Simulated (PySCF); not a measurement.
Isomers of C10H12O. The calculation used PBE0-D3(BJ)/def2-SVP geometry optimisation, gas phase (PySCF). Energies are electronic, without zero-point or thermal terms, for one conformer each. No frequencies were run at this level. Point groups hold within 0.08 Å.

Problem. Rank from lowest to highest electronic energy at this level (kJ/mol).
A. `[CH2:1]=[C:2]([c:3]1[cH:4][cH:5][cH:6][cH:7][cH:8]1)[C@H:9]([CH3:10])[OH:11]` with C1–C2–C3–C4 -43°, C1–C2–C9–C10 125°, C2–C9–O11–H 70°
B. `[CH3:1][CH2:2][c:3]1[cH:4][cH:5][c:6]([C:7]([CH3:8])=[O:9])[cH:10][cH:11]1` with C1–C2–C3–C4 -92°, C5–C6–C7–C8 1° (4'-ethylacetophenone)

Solution. B (0.0), A (92.8).

As drawn, the lower has a C=O bond, which the higher lacks; the higher has an O–H bond and a C=C bond outside aromatic rings, which the lower lacks.

| SMILES | E (Eh) | E rel (kJ/mol) | dipole (D) | point group | A, B, C (MHz) |
| --- | --- | --- | --- | --- | --- |
| CCc1ccc(C(C)=O)cc1 | -462.66880 | 0.0 | 3.34 | C1 | 3082, 558.6, 497.3 |
| C=C(c1ccccc1)[C@H](C)O | -462.63346 | 92.8 | 1.57 | C1 | 2374, 684.6, 608.2 |
